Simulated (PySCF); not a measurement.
## Calculated data, Al2BH4O

Calculation on a computer-drawn molecule: the log of a Hartree-Fock and frozen-core CCSD(T) single point meant for a local Hartree-Fock minimum, with one planted fault or none, to be diagnosed. Offsets are logged minus clean, where the clean run is the same molecule without the fault. The reference is restricted for singlets and unrestricted otherwise, and also for a bond in bohr or an excited solution. Adding or removing an electron swaps singlet and doublet. The excited solution moves the top pair (singlet) or top alpha electron (doublet) to the lowest empty orbital. Highest occupied and lowest empty are orbital energies over both spins, largest force is the largest gradient component, triples share is (T) over the correlation energy, the T1 limit is 0.02 restricted and 0.045 unrestricted, electrons count all cores, a negative frequency is imaginary (commonest isotopes), and the dipole is about the centre of nuclear charge. Program: PySCF 2.14.0.

```xyz
8
formula=Al2BH4O meant_charge=1 meant_multiplicity=1 meant_basis=cc-pV(D+d)Z logged_electrons=42 logged_basis_functions=32 logged_SCF_converged=yes logged_spin_squared=0 logged_highest_occupied=-14.415 logged_lowest_empty=2.2037 logged_largest_force=0.031498 logged_T1_diagnostic=0.020982 logged_D1_diagnostic=0.061723 logged_triples_share=0.047741 logged_CC_converged=yes logged_dipole_magnitude=0.45986 logged_SCF_stable_within_its_kind=yes logged_energy_HF=-578.54261 logged_energy_CCSD(T)=-578.74238 possible_faults=no_fault,one_electron_removed,one_electron_added,multiplicity_raised_by_two,geometry_at_a_saddle_point,SCF_held_on_an_excited_solution,minimal_basis_STO-3G,one_bond_length_entered_in_bohr,all_coordinates_scaled planted_fault=minimal_basis_STO-3G HF_energy_offset_from_clean_run=4407 CCSD(T)_energy_offset_from_clean_run=4543
Al    -3.6813    -2.2986     1.2239
B     -2.5426    -0.4207     0.8630
O     -1.9146     0.6150     0.6640
Al    -0.9768     2.1612     0.3672
H     -4.8033    -2.1095     2.2837
H     -3.1593    -3.4772     0.3544
H      0.2342     2.2593     1.3283
H     -1.6281     2.9858    -0.7710
```

Units: logged_highest_occupied, logged_lowest_empty in eV; logged_largest_force in hartree/bohr; logged_dipole_magnitude in debye; logged_energy_HF, logged_energy_CCSD(T) in hartree; HF_energy_offset_from_clean_run, CCSD(T)_energy_offset_from_clean_run in kcal/mol.

Drawn bonds:
| atom | other atom | order |
| --- | --- | --- |
| 1 | 2 | 1 |
| 2 | 3 | 1 |
| 3 | 4 | 1 |
| 1 | 5 | 1 |
| 1 | 6 | 1 |
| 4 | 7 | 1 |
| 4 | 8 | 1 |

Notes: T1 above single-reference limit.
